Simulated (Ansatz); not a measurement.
Calculated with Ansatz (gas phase, PBE0-D4/def2-TZVP geometries, no zero-point term in ΔE). CCSD(T)/CBS is the MP2 limit (def2-TZVPP, def2-QZVPP) plus CCSD(T) − MP2 in def2-TZVPP, frozen cores. DFT in def2-TZVPP. B3LYP here is the variant with VWN-RPA as its local correlation; programs differ in this. One conformer a species, not always the lowest.

Consider the redistribution: `CS[SiH2]BO` + `S[SiH2]S` → `CS[SiH2][SiH2]S` + `OBS`.

`CS[SiH2]BO`:

Z-matrix (Å, degrees):
```
C
S 1 1.816
H 1 1.091 2 111.1
H 1 1.090 2 106.8 3 -118.3
H 1 1.090 2 111.6 3 123.1
Si 2 2.137 1 99.5 3 -60.4
B 6 2.033 2 109.7 1 -58.4
H 6 1.499 2 109.8 1 63.3
H 6 1.487 2 105.0 1 179.9
O 7 1.351 6 122.8 2 112.4
H 7 1.200 6 121.7 2 -64.8
H 10 0.962 7 114.1 6 3.1
```

`S[SiH2]S`:

```xyz
7

S     0.621    1.669   -0.290
Si   -0.453   -0.116    0.183
S    -0.152   -1.531   -1.375
H     0.711    2.063    0.993
H     0.013   -0.602    1.505
H    -1.923    0.078    0.211
H     1.184   -1.562   -1.228
```

`CS[SiH2][SiH2]S`:

Z-matrix (Å, degrees):
```
C
S 1 1.816
H 1 1.089 2 106.7
H 1 1.091 2 111.2 3 118.5
H 1 1.090 2 111.0 3 -118.6
Si 2 2.137 1 99.6 3 177.6
Si 6 2.347 2 108.2 1 59.6
H 6 1.485 2 105.2 1 178.7
H 6 1.490 2 110.8 1 -62.8
S 7 2.140 6 106.1 2 36.7
H 7 1.487 6 112.2 2 155.7
H 7 1.490 6 110.7 2 -84.4
H 10 1.352 7 92.6 6 -17.2
```

`OBS`:

Cartesian coordinates in Å:
```
O -0.769 1.094 -0.666
B -0.245 -0.097 -0.301
S 0.954 -0.226 1.052
H -0.460 1.851 -0.160
H -0.595 -1.069 -0.897
H 1.115 -1.554 0.971
```

(1) Is it downhill or uphill in electronic energy at CCSD(T)/CBS, and by how much? (An estimate is asked.)

(2) What do these levels give: PBE0-D4, ωB97X-V, PBE, B3LYP, SCS-MP2/def2-TZVPP, CCSD/def2-TZVPP? (Best estimate.)

Largest T1 diagnostic among the species: 0.013.

## Answers

(1) Computed: Downhill: ΔE = -46.8 kJ/mol.

(2) The calculation gave: PBE0-D4 -54.8, ωB97X-V -46.2, PBE -51.7, B3LYP -42.1, SCS-MP2/def2-TZVPP -43.6, CCSD/def2-TZVPP -44.0 kJ/mol.

The D4 term adds −8.5 kJ/mol with B3LYP and −4.8 kJ/mol with PBE0; it sums over pairs of atoms, weighted by their polarisabilities, and B3LYP, whose exchange is more repulsive, gets the larger term. In def2-TZVPP, CCSD(T) changes the Hartree–Fock value by −15.7 kJ/mol (the triples alone add −3.5 kJ/mol) and MP2 by −17.7 kJ/mol.
